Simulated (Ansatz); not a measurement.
Geometry optimisation, RHF/6-31G* in Ansatz.

input.yaml

```yaml
crystal:
  periodic: [false, false, false]
  atoms:
    - { symbol: Si, position_ang: [-1.2935, 1.0893, -0.3715] }
    - { symbol: S, position_ang: [0.1214, 0.5642, 1.0731] }
    - { symbol: C, position_ang: [0.6045, -1.0755, 0.5229] }
    - { symbol: S, position_ang: [2.0129, -0.9756, -0.7159] }
    - { symbol: H, position_ang: [-2.3552, 0.0474, -0.4757] }
    - { symbol: H, position_ang: [-1.9805, 2.4195, 0.0413] }
    - { symbol: H, position_ang: [-0.6605, 1.3093, -1.6979] }
    - { symbol: H, position_ang: [1.0807, -1.5883, 1.3982] }
    - { symbol: H, position_ang: [-0.2021, -1.6463, 0.2021] }
    - { symbol: H, position_ang: [2.7554, -0.1952, 0.0263] }
basis:
  gaussian: { orbitals: "6-31G*" }
hamiltonian:
  xc: hf
relax:
  f_tol: 0.015
  max_steps: 40
output:
  orbitals: {}
```

Command:

```bash
$ ansatz run input.yaml --threads 1 --pin off --max-ram 2048MiB --backend cpu --events-out ev --progress --plain --runs-dir out
```

Question: Where does it end, and by what steps?

Answer: The forces met the threshold. After 12 steps the energy has fallen by 0.361 eV; H5 moved furthest, 0.53 Å.

| step | energy less start (eV) | largest force component (eV/Å) | accepted |
| --- | --- | --- | --- |
| 0 | 0.0000 | 3.609 | yes |
| 1 | -0.2873 | 0.844 | yes |
| 2 | -0.3353 | 0.241 | yes |
| 3 | -0.3408 | 0.075 | yes |
| 4 | -0.3492 | 0.105 | yes |
| 5 | -0.3524 | 0.064 | yes |
| 6 | -0.3549 | 0.187 | yes |
| 7 | -0.3587 | 0.127 | yes |
| 8 | -0.3607 | 0.025 | yes |
| 9 | -0.3612 | 0.055 | yes |
| 10 | -0.3614 | 0.030 | yes |
| 11 | -0.3614 | 0.030 | yes |
| 12 | -0.3615 | 0.003 | yes |

```xyz
10
Properties=species:S:1:pos:R:3
Si -1.239 1.144 -0.435
S -0.015 0.542 1.230
C 0.645 -1.075 0.700
S 1.674 -1.104 -0.796
H -2.036 -0.006 -0.895
H -2.110 2.200 0.106
H -0.454 1.680 -1.556
H 1.205 -1.450 1.543
H -0.166 -1.763 0.509
H 2.580 -0.218 -0.403
```

Whether the end is a true minimum wasn't checked by a vibrational analysis.

The run took 29 s on 1 CPU thread of a shared host.
